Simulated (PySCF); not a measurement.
C2H4GeN2, SMILES N#C/N=[CH]\[GeH3].

Geometry optimised at PBE0-D3(BJ)/def2-SVP. The structure was generated by enumeration; whether it is a known compound was not checked.

All values below come from PySCF with PBE0-D3(BJ)/def2-SVP.

Frequencies are harmonic and unscaled.

A small imaginary wavenumber (i) marks a very flat motion, where grid noise or a shallow saddle decides the sign.

| mode | ν (cm⁻¹) | IR (km/mol) | moving atoms (share of kinetic energy) |
|---|---|---|---|
| 1 | 17i | 0.4 | H 94 % |
| 2 | 111 | 3.4 | N 61 %, Ge 23 %, C 13 % |
| 3 | 268 | 0.1 | C 42 %, N 37 %, H 21 % |
| 4 | 300 | 3.6 | N 38 %, C 35 %, H 16 %, Ge 10 % |
| 5 | 461 | 19.0 | H 58 %, C 26 %, N 15 % |
| 6 | 486 | 13.0 | H 56 %, C 24 %, Ge 12 % |
| 7 | 591 | 11.3 | C 63 %, N 21 %, H 11 % |
| 8 | 639 | 6.1 | C 41 %, H 32 %, N 24 % |
| 9 | 733 | 18.4 | C 54 %, H 27 %, N 15 % |
| 10 | 808 | 137.9 | H 97 % |
| 11 | 866 | 41.2 | H 95 % |
| 12 | 882 | 22.9 | H 98 % |
| 13 | 922 | 4.1 | H 78 %, C 21 % |
| 14 | 998 | 8.1 | N 67 %, C 22 %, H 11 % |
| 15 | 1366 | 17.7 | H 79 %, C 11 %, N 10 % |
| 16 | 1724 | 61.3 | N 51 %, C 48 % |
| 17 | 2174 | 56.5 | H 99 % |
| 18 | 2178 | 84.7 | H 98 % |
| 19 | 2212 | 43.0 | H 99 % |
| 20 | 2356 | 44.3 | C 63 %, N 37 % |
| 21 | 3113 | 7.2 | H 92 %, C 8 % |
